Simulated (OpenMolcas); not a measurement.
**Multiconfigurational calculation on Re II**

Input:

```
&GATEWAY
Coord
1

Re 0.0 0.0 0.0
Basis=ANO-R3
Group=XYZ
NoMove
AngMom=0.0 0.0 0.0
AMFI
&SEWARD
* reference wave functions (RASSCF and RASSI steps not shown): 6 electrons in 6 orbitals (5d 6s)
>>> COPY JOB001 $Project.JobIph
&CASPT2
Multistate=1 1
Frozen=15 19
IPEA=0.15
Shift=0.25
MaxIter=60
WThr=0.0 0.3 0.05
PrWF=0.5
NoMix
>>> COPY JOB002 $Project.JobIph
&CASPT2
Multistate=23 1 2 3 4 5 6 7 8 9 10 11 12 13 14 15 16 17 18 19 20 21 22
23
NoMult
Frozen=15 19
IPEA=0.15
Shift=0.25
MaxIter=60
WThr=0.0 0.3 0.05
PrWF=0.5
NoMix
>>> COPY JOB003 $Project.JobIph
&CASPT2
Multistate=24 1 2 3 4 5 6 7 8 9 10 11 12 13 14 15 16 17 18 19 20 21 22
23 24
NoMult
Frozen=15 19
IPEA=0.15
Shift=0.25
MaxIter=60
WThr=0.0 0.3 0.05
PrWF=0.5
NoMix
...
```

Launched by
```bash
OMP_NUM_THREADS=1 MOLCAS_MEM=2252 MOLCAS_PROJECT=a pymolcas a.inp > a.log  # once for each step of the input, in one work folder
```

Output, cut to the results:

```
--- CASPT2 ---
Orbital specifications:
      -----------------------

      Symmetry species                           1   2
                                                ag  au
      Frozen orbitals                           15  19
      Inactive orbitals                          0   0
      Active orbitals                            6   0
      Secondary orbitals                        37  41
      Deleted orbitals                           0   0
      Number of basis functions                 58  60
Type of calculation                        SS-CASPT2
      Fock operator                              state-specific
      IPEA shift                                 0.15
      Real shift                                 0.25
      Imaginary shift                            0.00
      The input orbitals will be transformed to quasi-canonical
Reference energy:      -16688.1983927511
      E2 (Non-variational):      -0.0752239915
      Shift correction:          -0.0062087297
      E2 (Variational):          -0.0814327212
      Total energy:          -16688.2798254723
      Residual norm:              0.0000003063
      Reference weight:           0.97577
      Contributions to the CASPT2 correlation energy
      Active & Virtual Only:         -0.0752239915
      One Inactive Excited:           0.0000000000
      Two Inactive Excited:           0.0000000000
::    CASPT2 Root  1     Total energy: -16688.27982547
--- CASPT2 ---
Orbital specifications:
      -----------------------

      Symmetry species                           1   2
                                                ag  au
      Frozen orbitals                           15  19
      Inactive orbitals                          0   0
      Active orbitals                            6   0
      Secondary orbitals                        37  41
      Deleted orbitals                           0   0
      Number of basis functions                 58  60
Type of calculation                        SS-CASPT2
      Fock operator                              state-specific
      IPEA shift                                 0.15
      Real shift                                 0.25
      Imaginary shift                            0.00
      The input orbitals will be transformed to quasi-canonical
Reference energy:      -16688.0954276518
      E2 (Non-variational):      -0.1007978805
      Shift correction:          -0.0096988933
      E2 (Variational):          -0.1104967738
      Total energy:          -16688.2059244256
      Residual norm:              0.0000001566
      Reference weight:           0.96265
      Contributions to the CASPT2 correlation energy
      Active & Virtual Only:         -0.1007978805
      One Inactive Excited:           0.0000000000
      Two Inactive Excited:           0.0000000000
Reference energy:      -16688.0954276518
      E2 (Non-variational):      -0.1007297616
      Shift correction:          -0.0096784730
      E2 (Variational):          -0.1104082345
      Total energy:          -16688.2058358863
      Residual norm:              0.0000001560
      Reference weight:           0.96273
      Contributions to the CASPT2 correlation energy
      Active & Virtual Only:         -0.1007297616
      One Inactive Excited:           0.0000000000
      Two Inactive Excited:           0.0000000000
::    CASPT2 Root  1     Total energy: -16688.20592443
::    CASPT2 Root  2     Total energy: -16688.20583589
::    CASPT2 Root  3     Total energy: -16688.20573106
::    CASPT2 Root  4     Total energy: -16688.20580899
::    CASPT2 Root  5     Total energy: -16688.20573271
::    CASPT2 Root  6     Total energy: -16688.20316398
::    CASPT2 Root  7     Total energy: -16688.18074435
::    CASPT2 Root  8     Total energy: -16688.18093358
::    CASPT2 Root  9     Total energy: -16688.18082460
::    CASPT2 Root 10     Total energy: -16688.18087234
::    CASPT2 Root 11     Total energy: -16688.18101880
::    CASPT2 Root 12     Total energy: -16688.18091153
::    CASPT2 Root 13     Total energy: -16688.18077146
::    CASPT2 Root 14     Total energy: -16688.18078539
::    CASPT2 Root 15     Total energy: -16688.18089141
::    CASPT2 Root 16     Total energy: -16688.17266834
::    CASPT2 Root 17     Total energy: -16688.17273497
::    CASPT2 Root 18     Total energy: -16688.17272035
::    CASPT2 Root 19     Total energy: -16688.14877185
::    CASPT2 Root 20     Total energy: -16688.14869954
::    CASPT2 Root 21     Total energy: -16688.14880812
::    CASPT2 Root 22     Total energy: -16688.14896897
::    CASPT2 Root 23     Total energy: -16688.14881073
--- CASPT2 ---
Orbital specifications:
      -----------------------

      Symmetry species                           1   2
                                                ag  au
      Frozen orbitals                           15  19
      Inactive orbitals                          0   0
      Active orbitals                            6   0
      Secondary orbitals                        37  41
      Deleted orbitals                           0   0
      Number of basis functions                 58  60
Type of calculation                        SS-CASPT2
      Fock operator                              state-specific
      IPEA shift                                 0.15
      Real shift                                 0.25
      Imaginary shift                            0.00
      The input orbitals will be transformed to quasi-canonical
Reference energy:      -16688.0446899522
      E2 (Non-variational):      -0.1072287073
      Shift correction:          -0.0097326755
      E2 (Variational):          -0.1169613828
      Total energy:          -16688.1616513350
      Residual norm:              0.0000009282
      Reference weight:           0.96253
      Contributions to the CASPT2 correlation energy
      Active & Virtual Only:         -0.1072287073
      One Inactive Excited:           0.0000000000
      Two Inactive Excited:           0.0000000000
...
```

Levels above the lowest, from the spin-orbit matrix with the single-state CASPT2 energies, averaged by term, on its diagonal:

| Configuration | Term | J | E (cm-1) | Measured (cm-1) | g | Term weight % | Second |
| --- | --- | --- | --- | --- | --- | --- | --- |
| 5d5 6s | 7S | 3 | 0.0 | 0.0 | 1.979 | 93 | 6 5P |
| 5d5 6s | 5S | 2 | 15060 |  | 1.739 | 43 | 32 5D |
| 5d5 6s | 5D | 1 | 16860 |  | 1.540 | 87 | 6 3P |
| 5d5 6s | 5D | 3 | 16930 |  | 1.520 | 88 | 9 5P |
| 5d5 6s | 5D | 0 | 16940 |  |  | 87 | 10 3P |
| 5d5 6s | 5D | 4 | 17070 |  | 1.499 | 97 | 2 5d6 5D |
| 5d5 6s | 5D | 2 | 18030 |  | 1.714 | 55 | 42 5S |
| 5d5 6s | 5G | 2 | 23350 | 18846 | 0.332 | 100 |  |
| 5d5 6s | 5G | 3 | 23350 | 19140 | 0.917 | 100 |  |
| 5d5 6s | 5G | 4 | 23350 | 20463 | 1.150 | 100 |  |
| 5d5 6s | 5G | 5 | 23360 | 20976 | 1.267 | 100 |  |
| 5d5 6s | 5G | 6 | 23360 | 20782 | 1.334 | 100 |  |
| 5d5 6s | 5P | 3 | 24370 |  | 1.523 | 44 | 41 3D |
| 5d5 6s | 1S | 0 | 24840 |  |  | 60 | 29 3P |
| 5d5 6s | 3D | 2 | 25120 |  | 1.321 | 66 | 18 3P |
| 5d5 6s | 5P | 1 | 25280 |  | 2.356 | 87 | 5 3P |
| 5d5 6s | 5P | 2 | 25420 |  | 1.761 | 78 | 9 5D |
| 5d5 6s | 3D | 1 | 25760 |  | 0.829 | 72 | 16 3P |
| 5d6 | 5D | 4 | 27590 | 14883 | 1.443 | 74 | 21 5d5 6s 3F |
| 5d6 | 5D | 3 | 27850 |  | 1.440 | 53 | 29 5d5 6s 3D |
| 5d5 6s | 3G | 5 | 29190 |  | 1.200 | 100 |  |
| 5d5 6s | 3G | 4 | 29340 |  | 1.058 | 98 |  |
| 5d5 6s | 3G | 3 | 29450 |  | 0.758 | 98 |  |
| 5d5 6s | 3F | 2 | 31840 |  | 1.014 | 59 | 33 5d6 5D |

Against the 6 measured excited levels shown (NIST Handbook of Basic Atomic Spectroscopic Data) the mean absolute deviation is 4900 cm-1; the largest miss in energy is 5d6 5D4 [74 %]: computed 27590, measured 14883 cm-1 (+85.4 %). Levels of one J stand in another order than measured, so their pairing by name is doubtful.

CASPT2 does not keep the components of a term degenerate, so their means are used; among the terms shown or strongly mixed into the levels shown the widest spread is 210 cm-1 (5d5 6s 3G). Terms from blocks run as CI alone lack orbitals of their own. Configurations are named by rounded mean occupations; where the s occupation lies near a half they are strongly mixed, a name can repeat and a true partner stay unpaired. A single d shell beside an s shell can misplace configurations of different d count against each other. No level of 5d4 6s2 was computed, though it lies in the active space. Some terms miss by over 15 % even with CASPT2, which points to a basis or an active space too small for the shells correlated. Measured partners are found by configuration, term and J. A level has none where our copy of the source lacks it or the pairing is in doubt (some pairs that miss far off the trend of their configuration count as doubtful), and it then counts in no deviation. Levels of configurations outside the active space are missing. The first state left out of the spin-orbit step lies near 40000 cm-1 above the lowest spin-free state of the reference (among the parities and spins computed), and the list stops at four fifths of that energy or lower. The table shows the lowest 24 of 25 levels.

The CASPT2 steps took 15 s on 1 thread of Intel(R) Xeon(R) 6975P-C (Granite Rapids), on a shared host; the integral step is not counted.

The term weight is that of the spin-free term in the level, not the purity of its configuration. A share in square brackets marks a mixed level and gives the weight of the term that names it.
